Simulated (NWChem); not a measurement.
System: trans-dichloroethylene (C₂H₂Cl₂); SMILES C(=C\Cl)/Cl

All runs: NWChem. Pople sets run with spherical d functions. Coordinates come from a PBE0/def2-SVP optimisation. Ions are spin-unrestricted doublets at the neutral geometry; other ion states weren't tried. Functional: LC-ωPBE (HJS hole) with 6-31G*; the question gives the range parameter ω in 1/bohr.

Task: Estimate the computed values for range parameter (1/bohr) 0.25. Quantities: vertical ionisation energy, ΔSCF (eV); −ε(HOMO) (eV).

Result: 
- vertical ionisation energy, ΔSCF (eV) = 9.58
- −ε(HOMO) (eV) = 9.07
